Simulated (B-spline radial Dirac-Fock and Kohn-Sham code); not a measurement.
# Hf²³⁺: scattering cross sections and density moments

System: Hf²³⁺ in the configuration 1s2 2s2 2p6 3s2 3p6 3d10 4s2 4p6 4d10 4f3.

Model: relativistic Hartree-Fock (Dirac-Fock) wave functions, averaged over the configuration. Program: a radial atomic solver.

| Property | Result |
| --- | --- |
| Sum of ⟨r⟩ | 14.17 bohr |
| Sum of ⟨r²⟩ | 6.302 bohr² |
| Sum of ⟨1/r⟩ | 496.49 per bohr |
| Langevin diamagnetic susceptibility | -4.99 × 10⁻⁶ cm³/mol |
| Lamb shielding (α²/3)Σ⟨1/r⟩ | 8813 ppm |

Coherent scattering is the Thomson cross section weighted by f₀², without anomalous dispersion; incoherent scattering is Klein-Nishina weighted by S. The Lamb formula is the non-relativistic shielding expression. Electron correlation is left out. A dash stands where the photon energy is too low for the impulse approximation behind that column.

```tsv
hν (keV)	coherent (b)	incoherent (b)	incoherent per electron (b)
1	1587	–	–
8.0478	1136	3.666	0.0748
17.4793	577.8	9.246	0.189
20	497.5	10.43	0.213
30	306.1	13.95	0.285
50	146.2	17.41	0.355
200	14.16	18.06	0.369
1000	0.6656	10.22	0.209
```

Incoherent scattering overtakes coherent scattering between 50 and 200 keV.

Values without a named source are computed, but for edge energies of neutral atoms, which are taken from tables.
